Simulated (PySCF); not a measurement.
CH5Cl2GeP, SMILES [CH3][Ge]([PH2])([Cl])[Cl], point group Cs.

Force field and properties: B3LYP/pcSseg-1 (PySCF, grid level 2). Vibrational terms come from second-order perturbation theory with semi-diagonal cubic constants, by steps of ±0.6 along the normal coordinates of each isotopologue. The parent has the commonest isotopes.

Equilibrium geometry (Å):

```tsv
atom	x	y	z
C1	-1.3450	-0.5970	-0.0588
Ge2	0.0785	0.7306	0.1079
P3	2.3235	0.1168	-0.0782
Cl4	-0.2703	2.2610	-1.4110
Cl5	-0.1422	1.6877	2.0587
H6	-2.3117	-0.0989	0.0582
H7	-1.2959	-1.0678	-1.0450
H8	-1.2318	-1.3577	0.7191
H9	2.0743	-0.6640	-1.2487
H10	2.1560	-0.9921	0.8075
```

Give the equilibrium and ground-state rotational constants (MHz) of parent; ²H at 7.


| species | Ae | Be | Ce | A0 | B0 | C0 | Δ0 (u Å²) | harmonic ZPE (cm⁻¹) |
| --- | --- | --- | --- | --- | --- | --- | --- | --- |
| parent | 1507.1 | 1454.1 | 1115.9 | 1503.8 | 1446.4 | 1112.3 | -231.138 | 12532 |
| ²H at 7 | 1472.4 | 1425.2 | 1113.8 | 1469.2 | 1417.8 | 1110.2 | -245.213 | 11860 |

Δ0 = Ic − Ia − Ib from the ground-state constants.

How is the parent's vibrational correction B0 − Be made up?


```json
{"axis": "a", "harmonic": "1.62", "Coriolis": "-1.1", "cubic": "-3.82", "total (MHz)": "-3.3"}
{"axis": "b", "harmonic": "1.54", "Coriolis": "-0.804", "cubic": "-8.42", "total (MHz)": "-7.69"}
{"axis": "c", "harmonic": "0.803", "Coriolis": "-0.623", "cubic": "-3.79", "total (MHz)": "-3.61"}
```

And its quartic centrifugal distortion constants from the harmonic force field?

Asymmetric top, A reduction, IIIr representation: ΔJ = 0.264 kHz, ΔJK = 0.117 kHz, ΔK = -0.272 kHz, δJ = -0.00371 kHz, δK = 1.87 kHz.

Which nuclear quadrupole couplings χaa, χbb, χcc (MHz) does the parent show, at equilibrium and averaged?

35Cl at 4: 11.6, -25.1, 13.5 and 11.6, -25.0, 13.4; 35Cl at 5: 10.9, -24.3, 13.5 and 10.8, -24.1, 13.3.

A mode lies under 250 cm⁻¹, where this perturbation treatment is rough. Internal rotors are held in one well.
